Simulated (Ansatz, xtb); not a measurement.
# Ranking isomers of BH4NSe

4 gas-phase structures of BH4NSe, found in a search over its isomers (lower ones may exist). Each was relaxed with GFN2-xTB; where two conformers were screened, the lower at r2SCAN-D4/def2-SVP is listed:

A. `NB[SeH]`, a singlet
B. `[NH3+][BH-]=[Se]`, a singlet
C. `[BH2-]1[NH2+][Se]1`, a singlet
D. `BN[SeH]`, a singlet

Q: Estimate their order in r2SCAN-D4/def2-SVP energy at these geometries, lowest first.

A: Calculated order at r2SCAN-D4/def2-SVP: A (0.0), B (101.9), D (171.8), C (174.7) kJ/mol. Less than 1 kcal/mol parts D and C, so the order within that pair means little.

Energies above the lowest of each column, in kJ/mol; the last columns are at B3LYP-D3(BJ)/6-311G** geometries and were run for some of them only (a dash: not run or not comparable):

```tsv
structure	GFN2-xTB	HF/STO-3G	r2SCAN-D4/def2-SVP	B3LYP-D3(BJ)/6-311G**	CCSD(T)/def2-TZVP
A	0.0	0.0	0.0	0.0	0.0
B	83.5	195.7	101.9	96.6	93.6
D	85.3	133.4	171.8	–	–
C	94.2	138.3	174.7	–	–
```

Every level run on A puts it lowest or level with the lowest. Flexible structures stand in one conformer each, not always the lowest. Frequencies (B3LYP-D3(BJ)/6-311G**) were run for A, B alone.

Over these structures GFN2-xTB departs from r2SCAN-D4/def2-SVP by 37.1 kJ/mol on average once a common shift is removed. A GFN2-xTB relaxation took about 0.083 s and the r2SCAN-D4/def2-SVP energy about 1.2 s on a shared host (Ansatz 0.2.0, xtb 6.7.1 (Pople sets with spherical d functions)).
